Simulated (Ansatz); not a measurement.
Born–Oppenheimer molecular dynamics of CH5MgNSi (9 atoms, charge 0, multiplicity 1). It starts at the highest image of a converged band. Of that band: Neighbouring images differ by up to 3.4 eV, so the band resolves the path poorly. A vibrational analysis at the climbing image gives one clearly imaginary mode, 1956i cm⁻¹: a first-order saddle point.

These are results of UKS B3LYP/def2-SVP in Ansatz, not measurements.

```yaml
ensemble: NVE (velocity Verlet)
time_step: 0.5 fs
steps_asked: 200
starting_velocities_drawn_for: 100 K
seed: 9376
```

First frame:

```xyz
9
Properties=species:S:1:pos:R:3
Si 0.018 1.138 -0.934
N 0.250 -0.494 -0.278
C 0.172 -0.957 0.995
Mg -1.244 -2.862 1.630
H 1.353 1.709 -1.266
H -0.662 1.983 0.098
H -0.800 1.068 -2.177
H -0.111 -0.229 1.798
H 1.025 -1.355 0.135
```

**Question.** How far do the bonds stretch over the last three quarters of this one trajectory? (Pairs bonded in most of those frames.)

**Answer.** 
```csv
bond,mean (Å),spread (Å),shortest,longest
Si1–N2,1.773,0.061,1.66,1.89
Si1–H5,1.495,0.010,1.48,1.52
Si1–H6,1.489,0.016,1.46,1.52
Si1–H7,1.496,0.018,1.47,1.53
N2–C3,1.404,0.073,1.28,1.53
N2–H9,1.078,0.104,0.88,1.28
C3–Mg4,2.156,0.071,2.03,2.26
C3–H8,1.128,0.027,1.07,1.20
```

Mean temperature of the second half: 1169 K. The conserved energy stayed within 1.6 meV per atom of its start (net change 0.12 meV per atom), so the integration is sound. The kinetic energy rose, since the run started high on the potential surface and went downhill. A run of 0.1 ps of so small a system gives no equilibrium averages.

Run time: 11 min on 2 threads of Intel(R) Xeon(R) Platinum 8375C CPU @ 2.90GHz (Ice Lake) (shared host), peak memory 0.3 GiB.
